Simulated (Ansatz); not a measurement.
Geometry optimisation, Ansatz, RHF/def2-SVP.

Input file:

```yaml
crystal:
  periodic: [false, false, false]
  atoms:
    - { symbol: Si, position_ang: [-0.041408, -0.264021, 0.26339] }
    - { symbol: Si, position_ang: [0.08219, -0.141852, 2.518804] }
    - { symbol: H, position_ang: [-0.762464, -1.216953, 3.11685] }
    - { symbol: H, position_ang: [1.46403, -0.311889, 3.013548] }
    - { symbol: H, position_ang: [-0.483207, 1.145606, 2.988909] }
    - { symbol: O, position_ang: [1.365383, -0.514612, -0.538024] }
    - { symbol: H, position_ang: [1.42022, -1.277072, -1.09354] }
    - { symbol: O, position_ang: [-0.682858, 1.215245, -0.152418] }
    - { symbol: H, position_ang: [-0.715451, 1.463972, -1.066411] }
    - { symbol: O, position_ang: [-1.008955, -1.48235, -0.294617] }
    - { symbol: H, position_ang: [-1.890951, -1.590302, 0.022784] }
    - { symbol: F, position_ang: [1.395047, 1.914167, 1.284237] }
    - { symbol: H, position_ang: [0.521327, 2.059362, 1.060289] }
basis:
  gaussian: { orbitals: def2-SVP }
hamiltonian:
  xc: hf
relax:
  f_tol: 0.03
  max_steps: 50
output:
  orbitals: {}
```

Command:

```bash
$ ansatz run input.yaml --threads 4 --pin off --max-ram 5120MiB --backend cpu --events-out ev --progress --plain --runs-dir out
```

Question: Where does it end, and by what steps?

Answer: It converged. After 23 steps the energy has fallen by 0.432 eV; F12 moved furthest, 1.70 Å.

```tsv
step	energy less start (eV)	largest force component (eV/Å)	accepted
0	0.0000	1.550	yes
1	-0.1892	1.056	yes
2	-0.2543	1.340	yes
3	-0.3023	1.000	yes
4	-0.3295	0.113	yes
5	-0.3382	0.569	yes
6	-0.3582	0.563	yes
7	-0.3750	0.333	yes
8	-0.4040	0.046	yes
9	-0.3990	0.966	no
10	-0.4109	0.116	yes
11	-0.4151	0.219	yes
12	-0.4166	0.539	yes
13	-0.4220	0.384	yes
14	-0.4253	0.099	yes
15	-0.4274	0.091	yes
16	-0.4291	0.084	yes
17	-0.4298	0.141	yes
18	-0.4305	0.100	yes
19	-0.4313	0.037	yes
20	-0.4316	0.036	yes
21	-0.4318	0.058	yes
22	-0.4320	0.043	yes
23	-0.4320	0.019	yes
```

```xyz
13
Properties=species:S:1:pos:R:3
Si 0.035 -0.389 0.216
Si 0.304 -0.344 2.554
H 0.349 -1.751 3.027
H 1.566 0.332 2.925
H -0.852 0.326 3.192
O 1.116 -1.351 -0.554
H 0.812 -2.135 -0.984
O 0.274 1.167 -0.331
H 0.469 1.302 -1.248
O -1.438 -0.955 -0.255
H -2.239 -0.571 0.064
F 0.071 2.910 1.652
H 0.196 2.460 0.867
```

Whether the end is a true minimum wasn't checked by a vibrational analysis.

The run took 28 s on 4 threads of Arm Neoverse V1 (shared host), peak memory 0.28 GiB.
